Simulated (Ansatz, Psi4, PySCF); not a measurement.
Molecule: BeH2, net charge 0, singlet state. SMILES: [BeH2]
Geometry: optimised at B3LYP-D3(BJ)/def2-TZVP (Ansatz, a program for electronic structure).

Quantity: vertical triplet-singlet gap, E(triplet) - E(singlet), in eV. Set-up: UHF or UKS for open shells; frozen cores in correlated levels; each state is the SCF solution reached for its charge and spin; non-relativistic; no spin-orbit coupling; 6-311+G** with 5d; 6-31G* and kin with 6d, 5d where marked; dispersion terms only where a functional's name holds one. First-principles rows: single points at B3LYP-D3(BJ) geometries (Ansatz). Levels can end on unlike triplets.

```csv
level,program,"vertical triplet-singlet gap, E(triplet) - E(singlet) (eV)"
HF/6-31G*,Ansatz,6.09
HF/6-311+G**,Ansatz,5.88
PBE/6-31G*,Ansatz,5.58
PBE/6-311+G**,Ansatz,5.49
B3LYP/STO-3G,Ansatz,6.78
B3LYP/3-21G,Ansatz,5.95
B3LYP/6-31G*,Ansatz,5.96
B3LYP/6-311+G**,Ansatz,5.86
M06-2X/6-31G* (5d),PySCF,6.23
wB97X-D/6-31G*,Psi4,6.20
MP2/6-31G*,Ansatz,6.37
MP2/6-311+G**,Ansatz,6.34
B3LYP/def2-TZVPD,Ansatz,5.84
wB97X-V/def2-TZVPD,Ansatz,6.23
```

No value to compare with is used here. The 12 habitual levels span 5.49 (PBE/6-311+G**) to 6.78 eV (B3LYP/STO-3G); wB97X-V/def2-TZVPD gives 6.23.

The levels are drawn from those run, B3LYP/6-31G* more often than the rest, none by its result; runs whose electronic state is in doubt are left out.
